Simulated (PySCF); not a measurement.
[Hf(Cl)3(OH)], neutral singlet in the gas phase. 

Cartesian coordinates (Å):
```xyz
6

Hf     0.0001     0.0465     0.0422
Cl    -0.2593    -2.2747    -0.2635
Cl     0.9887     0.4712     2.1370
Cl    -2.1002     1.1067    -0.0716
O      1.1255     0.7345    -1.3247
H      1.6991     1.0851    -2.0204
```
Charge 0, spin multiplicity 1.

All levels are single points at this geometry (BP86-D3(BJ)/def2-SVP); Pople sets use spherical d functions. Orbital energies aren't observables, and empty levels follow the basis.

PBE-D3(BJ)/def2-TZVP in PySCF gives dipole (D) = 2.86.

### Question
Estimate the dipole (D) from each of these levels: B3LYP-D3(BJ)/def2-TZVP in PySCF; TPSSh-D3(BJ)/def2-TZVP in PySCF; B3LYP/6-31G* (LANL2DZ on Hf) in PySCF; BP86/6-31G* (LANL2DZ on Hf) in PySCF; PBE/6-31G* (LANL2DZ on Hf) in PySCF.

### Answer

| level | dipole (D) |
|---|---|
| B3LYP-D3(BJ)/def2-TZVP in PySCF | 2.87 |
| TPSSh-D3(BJ)/def2-TZVP in PySCF | 2.93 |
| B3LYP/6-31G* (LANL2DZ on Hf) in PySCF | 3.41 |
| BP86/6-31G* (LANL2DZ on Hf) in PySCF | 3.42 |
| PBE/6-31G* (LANL2DZ on Hf) in PySCF | 3.41 |
